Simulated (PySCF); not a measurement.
How methods differ on the ionisation energy of P(8+)

P(8+) [He] 2s2 2p3 [2p1/2^2 2p3/2^1, M_J = 3/2] → P(9+) [He] 2s2 2p2 [2p1/2^2, M_J = 0], as a difference of total energies. Computed with PySCF 2.14 in an even-tempered Gaussian basis (18 s from 0.97 bohr⁻², ratio 2.4; 11 p from 1.3 bohr⁻², ratio 2.4; 5 d from 6.4 bohr⁻², ratio 2.6; 5 f from 9.6 bohr⁻², ratio 2.6), with the two-component X2C-1e Hamiltonian. Correlated levels: nothing frozen; the 30 highest virtual spinors dropped. "Screened" scales the spin-orbit matrix elements by Boettger's factors to mimic the two-electron term; Breit and QED terms are absent.

```json
{"method": "GHF (spin-free)", "ionisation energy (eV)": "373.00"}
{"method": "GMP2 (spin-free)", "ionisation energy (eV)": "373.41"}
{"method": "GHF (screened spin-orbit)", "ionisation energy (eV)": "372.57"}
{"method": "GMP2 (screened spin-orbit)", "ionisation energy (eV)": "372.98"}
```

Question: How much does correlation contribute at GMP2 (screened spin-orbit)?

Answer: 372.98 − (372.57) = 0.41 eV, measured against GHF (screened spin-orbit).

The labels give the starting determinants; with spin-orbit coupling the two ends relaxed to ⟨J²⟩ = 3.75, ⟨L²⟩ = 0.00, ⟨S²⟩ = 3.75 and ⟨J²⟩ = 1.80, ⟨L²⟩ = 1.99, ⟨S²⟩ = 1.99.

The determinant of P(9+) mixes levels of different J (the jj label is only the starting occupation), so the difference between spin-free and spin-orbit rows is not the physical spin-orbit shift.

For comparison: 372.31 ± 0.21 eV (semi-empirical (NIST evaluation); NIST Atomic Spectra Database, ionization energies).
